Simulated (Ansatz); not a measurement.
Ansatz (a program for electronic structure) input (RI-MP2/cc-pV(T+d)Z):
A basis named .json is the Basis Set Exchange file of that set.

Ansatz 0.2 input:
```yaml
crystal:
  periodic: [false, false, false]
  atoms:
    - {symbol: C, position_ang: [-3.44932418, -0.70222003, -0.90414865]}
    - {symbol: C, position_ang: [-2.38866591, -0.79526035, 0.18890849]}
    - {symbol: C, position_ang: [-1.00588076, -0.36024641, -0.28739240]}
    - {symbol: C, position_ang: [0.06210629, -0.45422168, 0.81936862]}
    - {symbol: C, position_ang: [1.42200459, -0.03599763, 0.38618892]}
    - {symbol: C, position_ang: [2.31252661, -0.89754328, -0.43201311]}
    - {symbol: Cl, position_ang: [1.68924506, 1.67867043, 0.24935479]}
    - {symbol: H, position_ang: [-3.19289432, -1.33711172, -1.75564382]}
    - {symbol: H, position_ang: [-3.54359080, 0.32182922, -1.27289942]}
    - {symbol: H, position_ang: [-4.42853509, -1.01603323, -0.53803264]}
    - {symbol: H, position_ang: [-2.33568055, -1.82313626, 0.56264525]}
    - {symbol: H, position_ang: [-2.68487433, -0.17614504, 1.04180170]}
    - {symbol: H, position_ang: [-1.04782353, 0.67050687, -0.65020498]}
    - {symbol: H, position_ang: [-0.70044972, -0.97809724, -1.13774689]}
    - {symbol: H, position_ang: [0.12022863, -1.49087879, 1.16791948]}
    - {symbol: H, position_ang: [-0.25649829, 0.15287034, 1.67102763]}
    - {symbol: H, position_ang: [2.08035916, -0.83067942, -1.50459565]}
    - {symbol: H, position_ang: [3.36013145, -0.61580104, -0.31406090]}
    - {symbol: H, position_ang: [2.19586142, -1.94178448, -0.13471250]}
basis:
  gaussian:
    orbitals: cc-pV_T+d_Z.json
    fitting: {mean_field: def2-universal-jkfit, correlation: cc-pVTZ-RIFIT.json}
magnetization: {spin_polarized: true, initial_magnetization: 1}
correlation: {method: mp2, electrons: outside_noble_gas}
```

Output:

```
Functional definition: HF
integrals: 0.87 GiB planned
794 factors; integrals over basis functions are off by at most 1.4e0 eV
1.05 GiB of device memory are held for the factors and their scratch space
mean field: 2.00 GiB planned
mean field evaluation 1: about -18873.0530 eV, gradient 2.9e1 eV
mean field evaluation 2: about -18877.5348 eV, gradient 1.1e1 eV
mean field evaluation 4: about -18878.3571 eV, gradient 9.3e-1 eV
mean field evaluation 8: about -18878.3729 eV, gradient 2.3e-6 eV
mean field -18878.37290503 eV, -693.7674080392 hartree, gradient 2.3e-6 eV, S^2 0.766874; 0 other end points of the search recorded, 0 dependent functions left out
11 core orbitals not correlated
968 factors; their error is unknown
reference -18878.37290503 eV, -693.7674080392 hartree; 22, 21 occupied and 354, 355 virtual orbitals, 968 factors
second order -32.91322394 eV of doubles, -0.00000000 eV of singles
Total energy: -18911.28612898 eV, -694.9769467098 hartree
```

It need not be the lowest isomer of its formula.
